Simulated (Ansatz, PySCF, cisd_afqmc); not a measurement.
Species: TeO, charge 0, triplet. TeO (SMILES O=[Te], triplet).
B3LYP-D3(BJ)/def2-TZVP minimum from Ansatz (a quantum-chemistry and plane-wave program):
```
O
Te 1 1.8289
```
Charge 0, spin multiplicity 3.

Atomisation energy term by term, kcal/mol (programs: Ansatz, cisd_afqmc). UHF or UKS for unpaired electrons; spin-orbit terms are left out. Cores are frozen in correlated methods (noble-gas shells, and filled d and f shells in the p block). Past Kr the def2 sets carry scalar-relativistic core potentials. The Monte Carlo rows (phaseless AFQMC, CISD trial, step 0.005/hartree) carry one-sigma bars that omit the constraint's bias. Outlying blocks are dropped, and bars are widened where a walk drifts. Over all cases where full CI ran beside it in this data, AFQMC minus full CI had a median of +0.1 mEh and passed +0.4 mEh in a tenth of the cases. CBS(X,Y): correlation extrapolated as X^-3, Hartree-Fock from the larger set. A bracket is a step between two methods taken in the basis named. Spin-orbit terms, left out, reach several kcal/mol for Br and I, and more for heavier atoms. The UHF reference of OTe (O=[Te], triplet) is spin-contaminated (<S^2> up to 0.08 over the pure value in the sets run). The determinant of OTe (O=[Te], triplet) is a saddle point of the SCF energy; a lower one exists, which strains HF and MP2.

```json
[
 {"term": "Hartree-Fock", "basis": "def2-QZVPP", "kcal/mol": "17.52"},
 {"term": "CCSD correlation", "basis": "CBS(def2-TZVPP,def2-QZVPP)", "kcal/mol": "67.17"},
 {"term": "(T)", "basis": "CBS(def2-TZVPP,def2-QZVPP)", "kcal/mol": "9.48"},
 {"term": "CCSDT(Q) - CCSD(T)", "basis": "def2-QZVPP", "kcal/mol": "1.18"},
 {"term": "CCSDTQ - CCSDT(Q)", "basis": "def2-SVP", "kcal/mol": "-0.25"},
 {"term": "minus zero-point energy", "basis": "Hessian by PySCF at B3LYP-D3(BJ)/def2-TZVP", "kcal/mol": "-1.17"},
 {"term": "sum: D0", "basis": "", "kcal/mol": "93.9"}
]
```

The step beyond CCSD(T) by other levels: CCSDTQ in def2-SVP 1.35; AFQMC/CISD in def2-SVP -0.44 ± 0.25; CCSDT(Q) in def2-SVP 1.60; CCSDT(Q) in def2-TZVPP 1.25 kcal/mol.
